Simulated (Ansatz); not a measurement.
Isolated molecules relaxed with PBE0-D4/def2-TZVP in Ansatz; ΔE leaves out vibrations. CCSD(T)/CBS adds triple-zeta CCSD(T) − MP2 to the extrapolated MP2 energy (def2 sets, frozen cores). This one scheme is used for every species. DFT in def2-TZVPP. B3LYP here is the variant with VWN-RPA as its local correlation; programs differ in this. For Zn outer-core shells are correlated without core-valence functions, which leaves a few kJ/mol of doubt a bond. Scalar relativity is left out up to krypton. One conformer a species, not always the lowest.

Consider the ligand exchange at a Zn–O bond: `C[O][Zn][F]` + HCl → `[F][Zn][Cl]` + CH₃OH.

```json
{"level": "LDA (SPW92)", "ΔE (kcal/mol)": "-21.9", "difference from CCSD(T)/CBS": "3.1"}
{"level": "r2SCAN-D4", "ΔE (kcal/mol)": "-23.8", "difference from CCSD(T)/CBS": "1.2"}
{"level": "B3LYP-D4", "ΔE (kcal/mol)": "-23.6", "difference from CCSD(T)/CBS": "1.4"}
{"level": "r2SCAN0-D4", "ΔE (kcal/mol)": "-26.0", "difference from CCSD(T)/CBS": "-1.0"}
{"level": "revPBE", "ΔE (kcal/mol)": "-23.4", "difference from CCSD(T)/CBS": "1.6"}
{"level": "r2SCAN0", "ΔE (kcal/mol)": "-26.1", "difference from CCSD(T)/CBS": "-1.1"}
{"level": "LC-ωPBE", "ΔE (kcal/mol)": "-24.4", "difference from CCSD(T)/CBS": "0.6"}
{"level": "MP2/def2-TZVPP", "ΔE (kcal/mol)": "-22.8", "difference from CCSD(T)/CBS": "2.2"}
{"level": "SCS-MP2/def2-QZVPP", "ΔE (kcal/mol)": "-24.0", "difference from CCSD(T)/CBS": "1.0"}
{"level": "CCSD/CBS(def2)", "ΔE (kcal/mol)": "-25.7", "difference from CCSD(T)/CBS": "-0.7"}
{"level": "CCSD(T)/CBS", "ΔE (kcal/mol)": "-25.0", "difference from CCSD(T)/CBS": "0"}
```

Largest T1 diagnostic among the species: 0.017.

At CCSD(T), def2-SVP lies +3.6 kcal/mol from the extrapolated value and def2-TZVPP +1.8 kcal/mol. From r2SCAN to r2SCAN0 (25 % exact exchange), in def2-TZVPP and without D4, ΔE moves by −2.2 kcal/mol. Leaving LDA and LC-ωPBE aside and taking each functional with its dispersion term where it has one, the values, not all of them listed here, spread over 5.1 kcal/mol, from BHLYP-D4 to BLYP-D4. LDA lies +1.1 kcal/mol from PBE without D4.
